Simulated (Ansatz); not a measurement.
Input file:

```yaml
crystal:
  periodic: [false, false, false]
  atoms:
    - { symbol: W, position_ang: [0.0, 0.0, 0.0] }
    - { symbol: F, position_ang: [0.0, 0.0, 2.2] }
    - { symbol: H, position_ang: [1.72, 0.0, 0.0] }
    - { symbol: H, position_ang: [0.0, 1.72, 0.0] }
    - { symbol: F, position_ang: [-1.85, 0.0, 0.0] }
    - { symbol: Cl, position_ang: [0.0, -2.39, 0.0] }
    - { symbol: H, position_ang: [0.0, 0.0, -1.72] }
    - { symbol: O, position_ang: [1.4672, -1.5382, 0.7063] }
    - { symbol: H, position_ang: [1.0148, -2.4401, 0.751] }
    - { symbol: H, position_ang: [0.8742, -0.9165, 1.8599] }
basis:
  gaussian: { orbitals: def2-SVP }
hamiltonian:
  xc: pbe
relax:
  f_tol: 0.15
  max_steps: 25
  restrain:
    - { distance: [0, 7], at: 3.14, k: 30.0 }
    - { distance: [9, 1], at: 2.12, k: 30.0 }
    - { distance: [0, 1], at: 1.85, k: 30.0 }
    - { distance: [9, 7], at: 1.01, k: 30.0 }
```

Launched with:

```bash
$ ansatz run input.yaml --threads 4 --pin off --max-ram 5120MiB --backend cpu --events-out ev --progress --plain --runs-dir out
```

Hardware: 4 threads of Arm Neoverse V2, on a shared host.

Q: Roughly how long does this run take, and how much memory?

A: 32 s, with a peak of 0.18 GiB, for 15 ionic steps.
